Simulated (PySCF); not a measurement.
## Spin-rotation constants: `C=C[C@@H](/C=C\C#N)CF`, C7H8FN

Molfile (atoms numbered from 1):
```
C7H8FN
     RDKit          3D

 17 16  0  0  0  0  0  0  0  0999 V2000
   -1.9455   -1.3777    0.2824 C   0  0  0  0  0  0  0  0  0  0  0  0
   -1.4086   -0.3138   -0.2812 C   0  0  0  0  0  0  0  0  0  0  0  0
   -0.1328    0.3323    0.1946 C   0  0  1  0  0  0  0  0  0  0  0  0
    0.9068    0.1712   -0.8725 C   0  0  0  0  0  0  0  0  0  0  0  0
    2.0026   -0.5764   -0.7444 C   0  0  0  0  0  0  0  0  0  0  0  0
    2.3163   -1.2836    0.4328 C   0  0  0  0  0  0  0  0  0  0  0  0
    2.5843   -1.8589    1.3885 N   0  0  0  0  0  0  0  0  0  0  0  0
   -0.3689    1.8207    0.4881 C   0  0  0  0  0  0  0  0  0  0  0  0
   -0.7475    2.4903   -0.6478 F   0  0  0  0  0  0  0  0  0  0  0  0
   -1.4938   -1.8608    1.1334 H   0  0  0  0  0  0  0  0  0  0  0  0
   -2.8592   -1.8117   -0.0857 H   0  0  0  0  0  0  0  0  0  0  0  0
   -1.8668    0.1599   -1.1386 H   0  0  0  0  0  0  0  0  0  0  0  0
    0.2028   -0.1438    1.1211 H   0  0  0  0  0  0  0  0  0  0  0  0
    0.7124    0.6943   -1.7988 H   0  0  0  0  0  0  0  0  0  0  0  0
    2.7201   -0.6800   -1.5475 H   0  0  0  0  0  0  0  0  0  0  0  0
   -1.1754    1.9488    1.2167 H   0  0  0  0  0  0  0  0  0  0  0  0
    0.5464    2.3014    0.8489 H   0  0  0  0  0  0  0  0  0  0  0  0
  1  2  2  0
  2  3  1  0
  3  4  1  0
  4  5  2  0
  5  6  1  0
  6  7  3  0
  3  8  1  0
  8  9  1  0
  1 10  1  0
  1 11  1  0
  2 12  1  0
  3 13  1  1
  4 14  1  0
  5 15  1  0
  8 16  1  0
  8 17  1  0
M  END
```

The calculation used GIAO revPBE/6-31G magnetisability, rotational g tensor and spin-rotation constants, non-relativistic, gas phase in PySCF. Geometry: GFN2-xTB.

(1) Give the nuclear spin-rotation constants along the inertial axes (H = +C I·J) beside the isotropic shieldings.

Answers

(1) Rotational constants 2.1990, 1.0601, 0.8422 GHz. A star marks the isotopologue with that one atom substituted, in its own axes.
| atom | isotope | Caa (kHz) | Cbb (kHz) | Ccc (kHz) | mean (kHz) | σ (ppm) |
| --- | --- | --- | --- | --- | --- | --- |
| N7 | 14N | 0.295 | 0.193 | 0.111 | 0.200 | -14.0 |
| F9 | 19F | 0.710 | 0.225 | 0.335 | 0.423 | 417.2 |
| H10 | 1H | -0.026 | -0.096 | -0.032 | -0.051 | 27.3 |
| H11 | 1H | -0.176 | 0.016 | -0.068 | -0.076 | 27.5 |
| H12 | 1H | 0.000 | -0.104 | -0.023 | -0.042 | 26.3 |
| H13 | 1H | -0.103 | -0.111 | -0.025 | -0.080 | 29.3 |
| H14 | 1H | -0.080 | -0.088 | -0.001 | -0.056 | 25.7 |
| H15 | 1H | -0.185 | -0.069 | -0.005 | -0.087 | 27.5 |
| H16 | 1H | -0.150 | -0.060 | -0.028 | -0.079 | 28.1 |
| H17 | 1H | -0.192 | 0.008 | -0.066 | -0.083 | 28.1 |
| C1 | 13C* | 0.586 | 0.316 | 0.198 | 0.367 | 85.5 |
| C2 | 13C* | 0.642 | 0.338 | 0.225 | 0.402 | 69.6 |
| C3 | 13C* | 0.427 | 0.188 | 0.150 | 0.255 | 141.7 |
| C4 | 13C* | 0.794 | 0.231 | 0.317 | 0.447 | 52.7 |
| C5 | 13C* | 0.523 | 0.205 | 0.242 | 0.324 | 103.6 |
| C6 | 13C* | 0.513 | 0.359 | 0.183 | 0.352 | 88.2 |
| C8 | 13C* | 0.480 | 0.266 | 0.178 | 0.308 | 111.5 |

For the geometry as given, no vibrational averaging.
